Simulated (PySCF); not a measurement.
```xyz
3
charge 0 multiplicity 3, angstrom
Ru    0.3469   -0.0041   -0.8247
N    -0.5365    0.0063   -2.1465
Br   -0.3528    0.0041    1.4460
```

Level of theory: PySCF, UPBE0, basis Ru def2-TZVP with ECP28, N def2-TZVP, Br def2-TZVP (scalar-relativistic core potentials, no spin–orbit coupling, density fitting).

This geometry of BrRuN is a stationary point at this level.

(1) What is the point group?

(2) Is it a minimum?

(3) What are the dipole moment and the gap between the highest occupied and lowest empty levels of either spin?

(4) What is the atomisation energy, with and without zero-point energy?

Results:

(1) Cs.

(2) Yes: all harmonic wavenumbers are real.

(3) 1.64 D and 2.56 eV.

(4) 740 kJ/mol without, 730 kJ/mol with.

Other isomers or separated fragments may lie lower. Open d and f shells are described by one determinant, and the ground state may have another occupation or spin. At this level a singlet minimum of Cs symmetry lies 46 kJ/mol below this structure.
